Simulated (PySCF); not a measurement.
H10O2Si4.
Z-matrix (Å and degrees, GFN2-xTB geometry), rows numbered from 1:
```
O 
Si  1  1.6351
Si  2  2.2972  1   98.69
Si  3  2.3231  2  119.58  1   -55.39
O   3  1.6409  2  105.30  1  -176.76
Si  5  1.6092  3  163.42  2    94.17
H   1  0.9532  2  121.92  3  -179.58
H   2  1.4760  1  108.61  3  -123.00
H   2  1.4746  1  108.45  3   125.48
H   3  1.4822  2  111.81  1    75.16
H   4  1.4694  3  112.93  2   105.99
H   4  1.4708  3  112.46  2   -13.12
H   4  1.4704  3  114.60  2  -133.29
H   6  1.4627  5  107.88  3    54.16
H   6  1.4602  5  105.39  3   174.29
H   6  1.4633  5  107.30  3   -65.61
```

PySCF, density fitting, gas phase, GFN2-xTB geometry. The standard run uses grid level 2 after a coarse-grid start, the def2-universal JK fitting basis (with tight functions added where the orbital basis needs them), an energy threshold of 1e-9 Eh and DIIS. The changed runs have no coarse-grid stage.

Task: Standard PBE0/pcSseg-1: E = -1313.801540 Eh, HOMO -7.678 eV, LUMO -1.226 eV, dipole 1.355 D, 13 cycles (coarse-grid cycles included). What changes at PBE0/pcSseg-1 with: start guess huckel?

Result: E = -1313.801540 Eh (0.000 mEh), HOMO -7.678 eV (0.000), LUMO -1.226 eV (0.000), dipole 1.354 D (-0.001), 10 SCF cycles. The result matches the standard run within 0.02 mEh and 0.003 eV; such settings steer the iterations and don't enter the energy expression.

The cycles:
```
cycle   1  E = -1312.9535721333  dE = -7.982e-01  |g| = 1.940e+00  |ddm| = 4.427e+00
cycle   2  E = -1312.7220250966  dE =  2.315e-01  |g| = 2.486e+00  |ddm| = 3.567e+00
cycle   3  E = -1313.7853237504  dE = -1.063e+00  |g| = 2.389e-01  |ddm| = 1.612e+00
cycle   4  E = -1313.7981354475  dE = -1.281e-02  |g| = 1.260e-01  |ddm| = 4.697e-01
cycle   5  E = -1313.8014549779  dE = -3.320e-03  |g| = 2.003e-02  |ddm| = 1.462e-01
cycle   6  E = -1313.8015262871  dE = -7.131e-05  |g| = 8.757e-03  |ddm| = 2.527e-02
cycle   7  E = -1313.8015382989  dE = -1.201e-05  |g| = 2.347e-03  |ddm| = 8.152e-03
cycle   8  E = -1313.8015395488  dE = -1.250e-06  |g| = 2.333e-04  |ddm| = 2.693e-03
cycle   9  E = -1313.8015395609  dE = -1.206e-08  |g| = 5.831e-05  |ddm| = 3.508e-04
cycle  10  E = -1313.8015395618  dE = -9.431e-10  |g| = 1.403e-05  |ddm| = 1.151e-04
```
